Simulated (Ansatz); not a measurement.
A run for Ansatz (an electronic-structure program): U-CCSD(T)/aug-cc-pVTZ on BeO, a point of a bond scan (R = 1.791 Å).

Ansatz 0.2 input:
```yaml
crystal:
  periodic: [false, false, false]
  atoms:
    - {symbol: Be, position_ang: [-0.00000000, -0.00000000, -0.88442615]}
    - {symbol: O, position_ang: [0.00000000, 0.00000000, 0.90653680]}
basis:
  gaussian:
    orbitals: aug-cc-pVTZ
correlation: {method: ccsd_t, electrons: outside_noble_gas}
scf: {omitted_lower_state_checks: [cluster_reference]}
magnetization: {spin_polarized: true, initial_magnetization: 0}
```

Output:

```
WARN ansatz: RAYON_NUM_THREADS=1 ignored (pool sized by the plan → 1); use --threads N
Functional definition: HF
these checks for a lower state are left out or cut short: cluster_reference
integrals: 0.14 GiB planned
564 factors; integrals over basis functions are off by at most 1.3e-3 eV
mean field: 0.15 GiB planned
mean field evaluation 1: about -2424.0414 eV, gradient 3.8e1 eV
mean field evaluation 2: about -2424.0414 eV, gradient 3.8e1 eV
mean field evaluation 4: about -2430.7993 eV, gradient 3.6e0 eV
mean field evaluation 8: about -2431.0239 eV, gradient 3.9e-1 eV
mean field evaluation 16: about -2431.0248 eV, gradient 1.7e-4 eV
mean field evaluation 32: about -2434.0993 eV, gradient 4.4e-1 eV
mean field evaluation 64: about -2431.5812 eV, gradient 9.6e0 eV
mean field evaluation 96: about -2430.4578 eV, gradient 1.8e-1 eV
mean field evaluation 128: about -2434.1090 eV, gradient 3.3e-5 eV
mean field evaluation 160: about -2433.3555 eV, gradient 6.7e0 eV
mean field evaluation 192: about -2428.8857 eV, gradient 5.1e0 eV
mean field evaluation 224: about -2431.0248 eV, gradient 1.7e-5 eV
mean field -2434.10895659 eV, -89.4518542562 hartree, gradient 1.4e-6 eV, S^2 1.011062; 15 other end points of the search recorded, 0 dependent functions left out
2 core orbitals not correlated
reference -2434.10895659 eV, -89.4518542562 hartree; 4, 4 occupied and 86, 86 virtual orbitals, 564 factors
second order -5.97109816 eV of doubles, -0.00000000 eV of singles
coupled cluster: 0.38 GiB planned
cycle   1  -6.07669302 eV  change   -1.1e-1 eV  update   6.6e-2
cycle   2  -6.22011062 eV  change   -1.4e-1 eV  update   2.4e-2
cycle   3  -6.28588884 eV  change   -6.6e-2 eV  update   1.7e-2
cycle   4  -6.28346982 eV  change    2.4e-3 eV  update   5.9e-3
cycle   5  -6.28203597 eV  change    1.4e-3 eV  update   3.1e-3
cycle   6  -6.28453993 eV  change   -2.5e-3 eV  update   1.5e-3
cycle   7  -6.28501244 eV  change   -4.7e-4 eV  update   9.3e-4
cycle   8  -6.28512241 eV  change   -1.1e-4 eV  update   6.5e-4
cycle   9  -6.28535313 eV  change   -2.3e-4 eV  update   5.1e-4
cycle  10  -6.28517774 eV  change    1.8e-4 eV  update   4.0e-4
cycle  11  -6.28532123 eV  change   -1.4e-4 eV  update   2.9e-4
cycle  12  -6.28540261 eV  change   -8.1e-5 eV  update   1.5e-4
cycle  13  -6.28540997 eV  change   -7.4e-6 eV  update   6.8e-5
cycle  14  -6.28542730 eV  change   -1.7e-5 eV  update   3.0e-5
cycle  15  -6.28542996 eV  change   -2.7e-6 eV  update   1.3e-5
cycle  16  -6.28542630 eV  change    3.7e-6 eV  update   6.5e-6
coupled cluster: 0.38 GiB planned
perturbative correction -0.24563205 eV, -0.0090268114 hartree
Total energy: -2440.64001494 eV, -89.6918662238 hartree
Checks for a lower state left out: cluster_reference
```

The calculation finished and met its thresholds. Its determinant has ⟨S²⟩ = 1.01, a mixture of spin states.

Cost: around 11 core-seconds (rough).
